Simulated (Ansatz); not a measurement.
Molecule: CH₈N₃Si, net charge -1, singlet state. It need not be the lowest isomer of its formula. Whether it binds its extra electron was not tested at this geometry. 
Structure (B3LYP-D3(BJ)/def2-TZVP (Ansatz, a quantum-chemistry and plane-wave program) minimum search):
```
Si
C 1 1.7586
H 2 1.0884 1 121.67
H 2 1.0891 3 113.64 1 -157.16
N 1 1.7718 2 109.81 3 166.18
H 5 1.0091 1 114.90 2 -4.87
H 5 1.0096 6 111.30 1 -136.62
N 1 1.7727 2 109.90 3 39.79
H 8 1.0107 1 112.13 2 47.58
H 8 1.0123 9 109.18 1 -128.17
N 1 1.8097 2 128.38 3 -75.56
H 11 1.0148 1 110.64 2 -46.80
H 11 1.0149 12 106.02 1 -118.91
```
Charge -1, spin multiplicity 1.

Parts of the frozen-core correlation energy in cc-pVTZ (Ansatz, hartree). Frozen orbitals: 9; correlated occupied orbitals by spin: 16 and 16; virtual: 241 and 241. Spin-orbit coupling is left out. Non-relativistic.

| term | value |
|---|---|
| reference (HF) | -494.93943 |
| MP2 opposite-spin | -0.73526 |
| MP2 same-spin | (withheld) |
| CCSD correlation | (withheld) |
| (T) | (withheld) |
| T1 diagnostic | 0.010 |
| largest doubles amplitude | 0.025 |

### Question
Fill in the missing entries.

### Answer

- MP2 same-spin, value: -0.23133
- CCSD correlation, value: -1.00304
- (T), value: -0.04076
